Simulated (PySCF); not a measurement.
A structure optimised at PBE0-D3(BJ)/def2-SVP, used in a PySCF frequency run:

```xyz
15

C      3.0546     0.9512     1.0448
C      1.8276     0.2589     0.6966
C      0.8018    -0.3342     0.4068
Si    -0.7614    -1.1731    -0.0554
C     -2.0676     0.1470    -0.4030
N     -1.5920     1.0572    -1.4273
H      3.7232     0.2967     1.6256
H      3.5974     1.2724     0.1420
H      2.8475     1.8460     1.6524
H     -0.5237    -2.0209    -1.2603
H     -1.2073    -2.0454     1.0749
H     -2.3614     0.6137     0.5631
H     -2.9639    -0.3871    -0.7666
H     -2.2702     1.7929    -1.6129
H     -0.7358     1.5170    -1.1223
```

Write its SMILES and formula.

CC#C[SiH2]CN, C4H9NSi

What are its rotational constants (standard atomic weights)?

5.0031, 1.3211, 1.0987 GHz
